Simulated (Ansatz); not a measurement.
Calculated with Ansatz (gas phase, PBE0-D4/def2-TZVP geometries, no zero-point term in ΔE). CCSD(T)/CBS adds triple-zeta CCSD(T) − MP2 to the extrapolated MP2 energy (def2 sets, frozen cores). DFT in def2-TZVPP. For Br outer-core shells are correlated without core-valence functions, which leaves a few kJ/mol of doubt a bond. Scalar relativity is left out up to krypton. Each species was taken in one conformer, which may not be the lowest.

Reaction (formal exchange of groups at the Si–Br bond): `C[Si](O)(O)Br` + `CO[SiH](C)O` → `C[SiH](O)O[Si](C)(O)O` + `CBr`

`C[Si](O)(O)Br`:

```xyz
10

C    -0.569    1.200   -0.516
Si    0.098   -0.395    0.114
O     1.645   -0.307    0.637
O    -0.861   -0.873    1.339
Br    0.082   -1.918   -1.534
H     0.013    1.553   -1.369
H    -0.522    1.954    0.274
H    -1.608    1.086   -0.827
H     2.328   -0.642    0.055
H    -0.607   -1.659    1.826
```

`CO[SiH](C)O`:

Cartesian coordinates in Å:
```
C -0.292 0.353 -2.102
O -0.584 -0.225 -0.854
Si 0.363 -0.042 0.472
C -0.420 -1.026 1.822
O 0.455 1.527 0.966
H -0.951 -0.089 -2.852
H -0.463 1.436 -2.087
H 0.746 0.166 -2.404
H 1.744 -0.486 0.118
H -1.403 -0.615 2.064
H -0.549 -2.067 1.519
H 0.193 -0.999 2.726
H 1.161 2.066 0.612
```

`C[SiH](O)O[Si](C)(O)O`:

Cartesian coordinates in Å:
```
C 1.461 1.792 1.119
Si 1.651 0.315 0.011
O 2.768 0.559 -1.166
O 0.203 -0.023 -0.672
Si -1.337 -0.492 -0.401
C -1.372 -2.228 0.224
O -2.155 -0.280 -1.808
O -2.071 0.441 0.727
H 1.143 2.672 0.552
H 2.401 2.032 1.621
H 0.702 1.598 1.881
H 2.142 -0.874 0.746
H 2.677 1.335 -1.719
H -0.875 -2.298 1.195
H -2.401 -2.575 0.344
H -0.860 -2.901 -0.466
H -1.645 -0.351 -2.616
H -2.431 1.277 0.427
```

`CBr`:

Cartesian coordinates in Å:
```
C 0.154 0.097 -0.035
Br -1.453 -0.913 0.330
H 0.200 0.280 -1.105
H 1.004 -0.495 0.294
H 0.095 1.031 0.516
```

Is it downhill or uphill in electronic energy at CCSD(T)/CBS, and by how much? (Best estimate.)

Computed: Downhill: ΔE = -66.5 kJ/mol.

What do these levels give: r2SCAN-D4, PBE0-D4, ωB97X-V, B2PLYP, PBE0, MP2/def2-TZVPP, SCS-MP2/def2-TZVPP, CCSD/def2-TZVPP, CCSD(T)/def2-TZVPP, HF/def2-QZVPP, MP2/def2-QZVPP, SCS-MP2/def2-QZVPP? (An estimate is asked.)

Ansatz gave: r2SCAN-D4 -61.0, PBE0-D4 -57.4, ωB97X-V -61.0, B2PLYP -66.1, PBE0 -55.0, MP2/def2-TZVPP -68.3, SCS-MP2/def2-TZVPP -70.1, CCSD/def2-TZVPP -71.0, CCSD(T)/def2-TZVPP -70.0, HF/def2-QZVPP -72.5, MP2/def2-QZVPP -66.9, SCS-MP2/def2-QZVPP -69.1 kJ/mol.

Largest T1 diagnostic among the species: 0.011.

From PBE to PBE0 (25 % exact exchange), in def2-TZVPP and without D4, ΔE moves by −4.0 kJ/mol.
